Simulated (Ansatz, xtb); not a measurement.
## Ranking isomers of GeH7NSSi

4 gas-phase structures of GeH7NSSi, from a drawn sample of its isomers (lower ones may exist). Each was relaxed with GFN2-xTB; where two conformers were screened, the lower at r2SCAN-D4/def2-SVP is listed:

A. `N[Si@@H](S)[GeH3]`, a singlet
B. `N[SiH2][GeH2][SH]`, a singlet
C. `[NH2][Ge@@H]([SiH3])[SH]`, a singlet
D. `[NH2][GeH2][SiH2]S`, a singlet

**Question.** Make a reasoned guess at their ranking by r2SCAN-D4/def2-SVP single-point energy.

**Answer.** Calculated order at r2SCAN-D4/def2-SVP: A (0.0), B (2.4), C (8.5), D (11.1) kcal/mol.

Energies above the lowest of each column, in kcal/mol; the last columns are at PBE0-D3(BJ)/def2-SVP geometries:

| structure | GFN2-xTB | HF/STO-3G | r2SCAN-D4/def2-SVP | PBE0-D3(BJ)/def2-SVP | CCSD(T)/def2-SVP + ΔMP2/def2-TZVPP |
| --- | --- | --- | --- | --- | --- |
| A | 5.7 | 0.0 | 0.0 | 0.0 | 0.0 |
| B | 0.0 | 3.2 | 2.4 | 4.4 | 4.5 |
| C | 5.8 | 3.2 | 8.5 | 11.4 | 11.4 |
| D | 12.6 | 5.2 | 11.1 | 12.0 | 13.1 |

CCSD(T)/def2-SVP + ΔMP2/def2-TZVPP puts A lowest; GFN2-xTB picks B. Flexible structures stand in one conformer each, not always the lowest. D keeps a small imaginary mode. ΔMP2 is the change of the MP2 energy from the smaller to the larger basis.

Over these structures GFN2-xTB departs from r2SCAN-D4/def2-SVP by 3.1 kcal/mol on average once a common shift is removed. A GFN2-xTB relaxation took about 0.097 s and the r2SCAN-D4/def2-SVP energy about 1.2 s on a shared host (Ansatz 0.2.0, xtb 6.7.1).
